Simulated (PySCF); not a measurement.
**Working out the ionisation energy of Sn**

Sn [Kr] 4d10 5s2 5p2 (3P) → Sn+ [Kr] 4d10 5s2 5p1 (2P). All numbers are calculated (PySCF 2.14, the non-relativistic Hamiltonian (point nucleus), in dyall-av2z). Frozen: [Kr] 4d10; the 62 highest virtual orbitals dropped. Energies in hartree (1 hartree = 27.21139 eV):

| part | Sn (lower) | Sn+ (upper) |
| --- | --- | --- |
| UHF | -6022.927447 | -6022.673344 |
| MP2 opposite-spin | -0.031546 | -0.027528 |
| MP2 same-spin | -0.006494 | -0.001959 |

What does Hartree-Fock give?

(-6022.673344) − (-6022.927447) = 0.254103 hartree = 6.914 eV.

What do MP2 and SCS-MP2 (6/5 opposite-spin, 1/3 same-spin) give?

The opposite-spin parts differ by 0.109 eV and the same-spin parts by 0.123 eV. MP2: 6.914 + (0.109) + (0.123) = 7.146 eV. SCS-MP2: 6.914 + 1.2 × (0.109) + (0.123)/3 = 7.086 eV.

Measured between the centres of the two terms (NIST): 7.389 eV, so MP2 (valence) is off by -0.243 eV.

The calculation is non-relativistic.

A double-zeta basis recovers only part of the correlation energy.

What remains against the reference includes basis incompleteness, the frozen core and correlation beyond second order.
